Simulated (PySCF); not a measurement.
All of these have the formula C6H9FO. The calculation used PySCF, TDDFT PBE0/def2-SVPD, vertical, gas phase, core orbitals frozen in the response. Geometries: GFN2-xTB; one conformer of each isolated species. Triplets are in the Tamm–Dancoff approximation.

A. `O=C(F)C1CCCC1`
B. `C[C@@H]1C=C(F)[C@@H](C)O1`
C. `C=C[C@@H]1CC[C@@H](F)O1`
D. `CC(C)=C(C)C(=O)F`

Lowest singlet levels (six at most, fewer where fewer were computed) with oscillator strengths:

1. 199 nm (f 0.138); 185 nm (f 0.005); 177 nm (f 0.003); 168 nm (f 0.011); 165 nm (f 0.076); 164 nm (f 0.022); T1 4.45 eV
2. 247 nm (f 0.003); 228 nm (f 0.295); 183 nm (f 0.005); 174 nm (f 0.000); 167 nm (f 0.000); 161 nm (f 0.001); T1 3.27 eV
3. 176 nm (f 0.102); 165 nm (f 0.050); 163 nm (f 0.277); 159 nm (f 0.054); 156 nm (f 0.017); 152 nm (f 0.055); T1 4.44 eV
4. 205 nm (f 0.002); 159 nm (f 0.001); 154 nm (f 0.001); 153 nm (f 0.003); 150 nm (f 0.003); 150 nm (f 0.005); T1 5.45 eV

**Question.** Which spectrum belongs to which structure?

**Answer.** 1 = B, 2 = D, 3 = C, 4 = A.
- A: S1 at 6.06 eV, HOMO→LUMO (92%); Löwdin shares by element: HOMO oxygen 56%, carbon 18% or more, fluorine 9% (atoms not listed hold the other 18%); LUMO carbon 44% or more, oxygen 31%, fluorine 8% (atoms not listed hold the other 17%); HOMO -8.88 and LUMO -0.52 eV.
- B: S1 at 6.22 eV, HOMO→LUMO (88%), HOMO-1→LUMO (10%); Löwdin shares by element: HOMO carbon 42% or more, oxygen 20% (atoms not listed hold the other 39%); LUMO carbon 50% or more, fluorine 6%, hydrogen 6% or more (atoms not listed hold the other 37%); HOMO -7.00 and LUMO 0.24 eV.
- C: S1 at 7.04 eV, HOMO→LUMO (51%), HOMO-1→LUMO (47%); Löwdin shares by element: HOMO carbon 72% or more, oxygen 7% (atoms not listed hold the other 21%); LUMO carbon 70% or more, hydrogen 12% or more (atoms not listed hold the other 18%); HOMO -7.79 and LUMO -0.02 eV.
- D: S1 at 5.03 eV, HOMO-1→LUMO (95%); Löwdin shares by element: HOMO carbon 62% or more, oxygen 10% (atoms not listed hold the other 29%); LUMO carbon 60% or more, oxygen 16% (atoms not listed hold the other 24%); HOMO -7.52 and LUMO -1.63 eV.
